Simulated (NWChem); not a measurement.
Species: MgSiH3OCl; SMILES [SiH3][O][Mg][Cl]

```xyz
7

Mg     0.1045    -0.8317    -0.0010
Cl     0.3439    -3.0142     0.0004
O     -0.0905     0.9478    -0.0022
Si    -0.2701     2.5733    -0.0032
H     -1.0577     3.0368    -1.1844
H      1.0500     3.2701    -0.0470
H     -0.9832     3.0464     1.2206
```
Atoms are numbered in this order, from 1.

Computed with NWChem. Coordinates come from a B3LYP/6-31G* (spherical d) optimisation. GIAO values for the isolated, static molecule; σ is the absolute isotropic shielding, δ = σ(reference) − σ with the isolated reference molecule computed at the same levels (1H: tetramethylsilane, 17O: water, 29Si: tetramethylsilane).

Problem. Predict the results for PBE/pcSseg-1. Quantities: σ Mg1 (ppm); σ Cl2 (ppm); δ O3 (ppm); δ Si4 (ppm); δ H5 (ppm).

Solution. 
```yaml
"σ Mg1 (ppm)": 511.8
"σ Cl2 (ppm)": 1104.7
"δ O3 (ppm)": -16.8
"δ Si4 (ppm)": -45.1
"δ H5 (ppm)": 5.44
```
